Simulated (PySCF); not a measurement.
# Computed records: BGeH$_{8}$NSi

All values are calculated (PySCF 2.14.0). Calculation on a computer-drawn molecule: the log of a Hartree-Fock and frozen-core CCSD(T) single point meant for a local Hartree-Fock minimum, with one planted fault or none, to be diagnosed. Offsets are logged minus clean, where the clean run is the same molecule without the fault. The reference is restricted for singlets and unrestricted otherwise, and also for a bond in bohr or an excited solution. Adding or removing an electron swaps singlet and doublet. The excited solution moves the top pair (singlet) or top alpha electron (doublet) to the lowest empty orbital. Highest occupied and lowest empty are orbital energies over both spins, largest force is the largest gradient component, triples share is (T) over the correlation energy, the T1 limit is 0.02 restricted and 0.045 unrestricted, electrons count all cores, a negative frequency is imaginary (commonest isotopes), and the dipole is about the centre of nuclear charge; on germanium a core potential holds 10 electrons, which the energies leave out, and 3d is frozen in MP2 and coupled-cluster steps.

```xyz
12
formula=BGeH8NSi meant_charge=0 meant_multiplicity=1 meant_basis=cc-pV(D+d)Z meant_basis_and_core_potential_on_germanium=cc-pVDZ-PP_ECP10MDF logged_electrons=66 logged_basis_functions=114 logged_SCF_converged=yes logged_spin_squared=0 logged_highest_occupied=-10.062 logged_lowest_empty=1.4515 logged_largest_force=0.037252 logged_T1_diagnostic=0.011997 logged_D1_diagnostic=0.036225 logged_triples_share=0.024139 logged_CC_converged=yes logged_dipole_magnitude=1.7773 logged_SCF_stable_within_its_kind=yes logged_energy_HF=-666.07516 logged_energy_CCSD(T)=-666.60397 possible_faults=no_fault,one_electron_removed,one_electron_added,multiplicity_raised_by_two,geometry_at_a_saddle_point,SCF_held_on_an_excited_solution,minimal_basis_STO-3G,one_bond_length_entered_in_bohr,all_coordinates_scaled
B     -0.6287    -1.1631     1.0522
Si     0.6820     0.1839     0.5533
N      0.0561     1.7189     0.6833
Ge     1.3539    -0.1083    -1.6363
H     -0.3750    -2.2788     0.9302
H     -1.6670    -0.9009     1.4731
H      1.8434    -0.0505     1.3577
H      0.6020     2.4671     0.4246
H     -0.4368     1.9433     1.4783
H      2.1501    -1.3355    -1.7886
H      2.1811     1.0262    -2.0811
H      0.2026    -0.2011    -2.5477
```

Units: logged_highest_occupied, logged_lowest_empty in eV; logged_largest_force in hartree/bohr; logged_dipole_magnitude in debye; logged_energy_HF, logged_energy_CCSD(T) in hartree.

Drawn bonds:
| atom | other atom | order |
| --- | --- | --- |
| 1 | 2 | 1 |
| 2 | 3 | 1 |
| 2 | 4 | 1 |
| 1 | 5 | 1 |
| 1 | 6 | 1 |
| 2 | 7 | 1 |
| 3 | 8 | 1 |
| 3 | 9 | 1 |
| 4 | 10 | 1 |
| 4 | 11 | 1 |
| 4 | 12 | 1 |

Question: Give the missing planted fault for BGeH$_{8}$NSi.
Answer: all coordinates scaled, by -4.2 %

Further results for BGeH$_{8}$NSi:

* HF energy offset from clean run: 12.68 kcal/mol
* CCSD(T) energy offset from clean run: 15.63 kcal/mol
